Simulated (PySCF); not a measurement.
Isomers of C7H9NOSi, one conformer each; single-point electronic energies without zero-point terms and without any empirical dispersion term.

Computed with PySCF at PBE0/pcSseg-1, non-relativistic, each on one gas-phase PBE0-D3(BJ)/def2-SVP geometry that isn't relaxed in the solvent. The solvent is an IEF-PCM continuum (cavity from Bondi-type radii × 1.2). The model holds no explicit solvent molecules, cavitation or dispersion.

```
                isomer  relative energy, gas (kJ/mol)  dipole (D)
`C=C(O[SiH3])c1ccccn1`                            0.0        1.50
`[SiH3]O/C=C/c1ccncc1`                           16.1        3.93
```

**Question.** How do the relative energies look in dichloromethane (ε = 8.93)?

**Answer.** 
| isomer | relative energy, solvent (kJ/mol) | E(solvent) − E(gas) (kJ/mol) | dipole in solvent (D) |
| --- | --- | --- | --- |
| `C=C(O[SiH3])c1ccccn1` | 0.0 | -16.8 | 2.11 |
| `[SiH3]O/C=C/c1ccncc1` | 6.5 | -26.3 | 5.04 |

The order is unchanged. Conformers: `[CH2:1]=[C:2]([O:3][SiH3:4])[c:5]1[cH:6][cH:7][cH:8][cH:9][n:10]1` with C1–C2–O3–Si4 1°, C1–C2–C5–C6 -179°; `[SiH3:1][O:2]/[CH:3]=[CH:4]/[c:5]1[cH:6][cH:7][n:8][cH:9][cH:10]1` with Si1–O2–C3–C4 -171°, C3–C4–C5–C6 1°. `[SiH3]O/C=C/c1ccncc1` gains most from the continuum, and it has the largest gas-phase dipole. The gains span 9.5 kJ/mol, the gas-phase energies 16.1 kJ/mol.
